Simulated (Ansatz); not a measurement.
This geometry of C2H8AlBOSi (14 atoms, charge 0, multiplicity 1) is a first-order saddle point.

All numbers below come from Ansatz, RKS PBE-D4/STO-3G.

```xyz
14
Properties=species:S:1:pos:R:3
C -0.207 -1.969 -0.489
Si 1.099 -0.652 -0.152
C 0.400 1.097 -0.187
B -1.204 1.168 -0.324
O -1.748 1.549 0.893
Al -0.100 1.912 1.456
H -0.658 -1.839 -1.486
H -1.025 -1.926 0.251
H 0.229 -2.981 -0.445
H 2.172 -0.790 -1.129
H 1.683 -0.952 1.154
H 0.970 1.680 -0.931
H -1.888 0.963 -1.268
H 0.263 2.709 2.689
```

Task: Which two structures does it join? (They come from a converged band through this point; their orientation in space is the band's.)

Result: No bond is made or broken. The dihedral H10–Si2–C3–Al6 goes from 153 to -81°.

First end point:

```xyz
14
Properties=species:S:1:pos:R:3
C -0.188 -1.828 0.316
Si 1.161 -0.655 -0.289
C 0.543 1.113 -0.216
B -0.824 1.343 -1.035
O -1.881 1.420 -0.142
Al -0.691 1.507 1.176
H -1.102 -1.741 -0.296
H -0.469 -1.624 1.364
H 0.142 -2.878 0.268
H 1.554 -1.054 -1.636
H 2.326 -0.825 0.573
H 1.380 1.796 -0.446
H -0.991 1.450 -2.202
H -0.972 1.947 2.595
```

Last end point:

```xyz
14
Properties=species:S:1:pos:R:3
C 0.146 -1.866 -1.300
Si 0.848 -0.713 0.013
C 0.095 1.002 -0.039
B -1.450 1.037 0.415
O -1.536 1.555 1.697
Al 0.172 2.027 1.561
H 0.324 -1.472 -2.314
H -0.942 -1.992 -1.178
H 0.611 -2.865 -1.242
H 2.296 -0.637 -0.161
H 0.616 -1.300 1.328
H 0.333 1.466 -1.013
H -2.416 0.711 -0.187
H 0.891 3.018 2.449
```

Task: How far does it lie above each of them?

Result: 1.9 kcal/mol above the first and 1.8 kcal/mol above the second. This is the barrier of this one path; another mechanism may lie lower. Limits of this set-up: minimal basis.

The run took 2.3 min on 1 thread of Arm Neoverse V1 (shared host), peak memory 0.11 GiB.
